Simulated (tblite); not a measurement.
C₅H₂FNS (charge +1 and doublet state).
SMILES: `N#CC1=C(F)[CH][CH+]S1`

Calculated harmonic vibrations of the isolated species, GFN2-xTB (tblite), most abundant isotopes, no scaling. Errors from tens to a few hundred cm⁻¹ against measured bands are possible. Open shells enter through the occupations alone, without spin polarisation, and single modes of such species can be off by tens of per cent.

Harmonic wavenumbers (cm⁻¹): 111.7, 124.4, 193.3, 332.3, 344.5, 431.2, 436.1, 507.3, 608.3, 613.0, 673.0, 727.9, 770.7, 855.0, 988.6, 1041.9, 1093.2, 1189.3, 1273.7, 1440.5, 1478.4, 2313.5, 3111.5, 3128.8.

A = 2584, B = 1802, C = 1062 MHz; mass 126.989 u (most abundant isotopes); point group Cs, symmetry number 1; spin multiplicity 2.

Problem. Zero-point energy?

Solution. Half the sum of the wavenumbers: 11894 cm⁻¹ = 34.01 kcal/mol.

Problem. Give the ideal-gas entropy at 200 K and 1 bar in the rigid-rotor, harmonic-oscillator model (classical rotation).

Solution. Translation 38.47, rotation 27.38, vibration 9.07, spin (R ln 2) 1.38: S = 76.3 cal/(mol K).

Problem. And Cp and H(200 K) − H(0)?

Solution. Cp = 20.75 cal/(mol K), of which vibrations give 12.80 (their classical limit is 24 R = 47.7); H(200 K) − H(0) = 2.71 kcal/mol without the zero-point energy, 1.12 from vibrations.

Problem. What must be added to the electronic energy to get the Gibbs energy at 200 K and 1 bar?

Solution. ZPE + [H(200 K) − H(0)] − T·S = 34.01 + 2.71 − 15.26 = 21.46 kcal/mol.

Problem. Which modes carry the vibrational entropy at 200 K?

Solution. 111.7 cm⁻¹: 2.47; 124.4 cm⁻¹: 2.27; 193.3 cm⁻¹: 1.48; 332.3 cm⁻¹: 0.67; 344.5 cm⁻¹: 0.63; 431.2 cm⁻¹: 0.38 cal/(mol K); the other 18 give 1.16 together.

Problem. Blend soft modes into free rotors: weight 1/[1 + (100 cm⁻¹/ν̃)⁴] for the oscillator and the rest for a rotor with moment μB/(μ + B), μ = h/(8π²ν), B = 10⁻⁴⁴ kg m². What vibrational entropy results?

Solution. 9.05 cal/(mol K) in place of 9.07, which changes −T·S at 200 K by 0.00 kcal/mol.

Hindered rotation and anharmonicity are outside this model.

On one thread, Intel Xeon at 2.50 GHz (x86_64), shared host with 64 logical CPUs at a one-minute load of 55, this took 0.95 s of wall time. This covers the Hessian and the dipole derivatives.
